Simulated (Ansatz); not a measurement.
Stepwise reaction of aluminium trichloride with water, as a gas-phase model of exchange steps in deposition or etching. ΔE in kJ/mol; ΔG adds harmonic PBE0-D4 terms to CCSD(T)/CBS, at 1 bar.

Calculated with Ansatz (gas phase, PBE0-D4/def2-TZVP geometries, no zero-point term in ΔE). CCSD(T)/CBS is the MP2 limit (def2-TZVPP, def2-QZVPP) plus CCSD(T) − MP2 in def2-TZVPP, frozen cores. This one scheme is used for every species. Functionals use def2-TZVPP. B3LYP here is the variant with VWN-RPA as its local correlation; programs differ in this. One conformer a species, not always the lowest.

```csv
step,reaction,PBE-D4,B3LYP-D4,ωB97M-V,CCSD(T)/CBS,ΔG(500 K)
1,`[Cl][Al]([Cl])[Cl]` + H₂O → `[OH][Al]([Cl])[Cl]` + HCl,22.3,17.7,19.9,22.8,11.6
2,`[OH][Al]([Cl])[Cl]` + H₂O → `[OH][Al]([OH])[Cl]` + HCl,25.2,21.2,23.6,26.1,24.8
```

(1) Give the row of step 3, `[OH][Al]([OH])[Cl]` + H₂O → `[OH][Al]([OH])[OH]` + HCl. (Best estimate.)

(2) By hand: ΔE of the 3 steps together at CCSD(T)/CBS.

## Answers

(1) Ansatz gave: 
| step | reaction | PBE-D4 | B3LYP-D4 | ωB97M-V | CCSD(T)/CBS | ΔG(500 K) |
| --- | --- | --- | --- | --- | --- | --- |
| 3 | `[OH][Al]([OH])[Cl]` + H₂O → `[OH][Al]([OH])[OH]` + HCl | 28.9 | 23.9 | 26.3 | 27.5 | 25.6 |

(2) (22.8) + (26.1) + (27.5) = 76.4 kJ/mol, or 25.5 kJ/mol a step.

In ΔE the steps differ by no more than 4.7 kJ/mol. All are uphill at CCSD(T)/CBS. ΔG lies between 11.6 and 25.6 kJ/mol a step. PBE-D4 differs from CCSD(T)/CBS by -0.9 to 1.4 kJ/mol a step. Isolated molecules leave out the surface, adducts and barriers. Largest T1 diagnostic: 0.012.
